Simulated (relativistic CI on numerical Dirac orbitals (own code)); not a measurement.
# Tm⁵⁹⁺: sensitivity of the levels to the model

Base calculation: Dirac-Coulomb-Breit CI, orbitals from a KLI potential per configuration, model QED, unscaled Slater integrals.

Configuration list (outside the closed core 1s2): 2s2 2p6, 2s2 2p5 3s, 2s2 2p5 3p, 2s2 2p5 3d, 2s 2p6 3s, 2s 2p6 3p, 2s 2p6 3d, 2s2 2p5 4s, 2s2 2p5 4p, 2s2 2p5 4d, 2s2 2p5 4f, 2s2 2p4 3s2, 2s 2p6 4s, 2s2 2p4 3s 3p, 2s 2p6 4p, 2s 2p6 4d. Levels of other configurations are missing.

Variants: (1) P86 correlation estimate; (2) Breit term removed; (3) one mean potential for all configurations. Shifts of the energy above 2s2 2p6 1S_0, in eV, for the lowest level and the first level of each name with at least 55 % of one term (blank where a level changes its place among those of its configuration and J or its character, or is not in the variant):

| Level | Base | Δ(1) | Δ(2) | Δ(3) |
| --- | --- | --- | --- | --- |
| 2s2 2p6 1S_0 | 0.00 | 0.00 | 0.00 | 0.00 |
| 2s2 2p5 3s 3P°_2 | 7162.59 | +1.47 | +15.73 | -1.63 |
| 2s2 2p5 3s 1P°_1 | 7170.35 | +1.47 | +15.39 | -1.61 |
| 2s2 2p5 3p 3D_3 | 7569.05 | +1.55 | +16.19 | -1.64 |
| 2s2 2p5 3p 1P_1 | 7569.33 | +1.55 | +15.62 | -1.65 |
| 2s2 2p5 3p 3P_2 | 7580.83 | +1.55 | +14.73 | -1.61 |
| 2s2 2p5 3p 1S_0 | 7632.73 | +1.55 | +13.26 | -0.85 |
| 2s2 2p5 3d 3P°_0 | 7714.42 | +1.23 | +13.29 | -1.80 |
| 2s2 2p5 3d 3P°_1 | 7723.49 | +1.23 | +15.63 | -1.78 |
| 2s2 2p5 3d 3F°_4 | 7784.56 | +1.23 | +19.50 | -1.76 |
| 2s2 2p5 3d 3D°_3 | 7800.20 | +1.23 | +17.97 | -1.73 |
| 2s2 2p5 3d 1P°_1 | 7827.63 | +1.23 | +19.00 | -1.63 |
| 2s2 2p5 3s 3P°_0 | 8168.94 | +1.47 | +26.65 | -1.42 |
| 2s2 2p5 3s 3P°_1 | 8172.31 | +1.47 | +27.60 | -1.41 |

At this charge energies of transitions that change n are usually good to better than 1 %, and those within a shell (Δn = 0) to a few per cent.

Ionisation energy from the two ground configurations alone: base 13345.4 eV; Breit term removed 13365.8 eV. The NIST ASD value (theoretical) is 13347 eV.

LS names give the leading component of a level, which can be under half, so a name can repeat, a term be missing and a line seem to break the LS rules.
